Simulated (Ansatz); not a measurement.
Saddle point of SiH3ClOF2, singlet (SiH₂OF₂ ([OH][SiH]([F])[F]) + HCl → SiHClF₂ ([F][SiH]([F])[Cl]) + H₂O; bonds formed: Si1–Cl7, O2–H6; bonds broken: Si1–O2, H6–Cl7), PBE0-D4/def2-TZVP structure:

```csv
atom,x (Å),y (Å),z (Å)
Si1,-0.5452,0.2094,-0.4071
O2,0.5419,-0.8826,0.4460
F3,-1.0076,-0.9350,-1.4340
F4,0.2074,1.1869,-1.3902
H5,-1.7963,0.6001,0.2295
H6,0.9717,-0.1244,1.1080
Cl7,0.5521,1.4644,1.4941
H8,1.0761,-1.5188,-0.0464
```

Energies are electronic, without zero-point energy. Barriers and step energies count from the start structure reached by relaxing down the imaginary mode; all methods use the PBE0-D4 structures, on which another method's saddle can fall below an end. Computed with Ansatz 0.2.0 (basis: def2-TZVPP, with def2-QZVPP for the basis limit); correlated methods freeze the cores. B3LYP uses VWN-RPA correlation. Extrapolation: Hartree–Fock as exp(−7.88 √X), correlation as X^−2.97.

```csv
method,barrier (kcal/mol),step energy (kcal/mol)
SPW92,?,5.87
PBE-D4,18.74,3.70
BLYP-D4,23.38,5.18
r2SCAN-D4,20.13,4.39
B97M-V,24.14,4.36
PBE0-D4,20.82,4.16
B3LYP-D4,24.49,5.56
r2SCAN0-D4,?,4.77
BHLYP-D4,26.77,5.99
CAM-B3LYP-D4,24.67,6.67
wB97X-V,23.72,4.70
wB97M-V,22.40,4.37
B2PLYP,25.84,6.35
PBE-QIDH,23.17,5.23
RPA on PBE,27.50,6.03
HF,36.02,7.46
MP2,?,5.68
CCSD,28.38,6.41
CCSD(T),26.52,6.07
```

Problem. Fill in the withheld barriers. (Judge from chemistry; the value comes from the calculation.)

Solution. Computed: MP2 25.04; r2SCAN0-D4 21.53; SPW92 11.05 kcal/mol. Each is the energy of the saddle less that of the start structure, by the same method.

For comparison, the barrier by CCSD(T) at an estimated basis limit (MP2 extrapolated from triple and quadruple zeta, plus CCSD(T) − MP2 in triple zeta) is 24.78 kcal/mol.

The T1 diagnostic stays at or below 0.011.

Hydrogen chloride, the by-product of chloride precursors, can attack films and sites by steps of this kind.

Labels in which every atom is bracketed show which atoms are joined, not bond orders.

For scale, one of the runs: CCSD(T)/def2-TZVPP, 219 basis functions, launched by `ansatz run in.yaml --threads 4 --pin off --events-out ev --progress --plain --max-ram 9574MiB`. The run took 110 s on 4 CPU threads of an Arm Neoverse V2 (shared host), with 3.4 GiB of host memory at its peak.
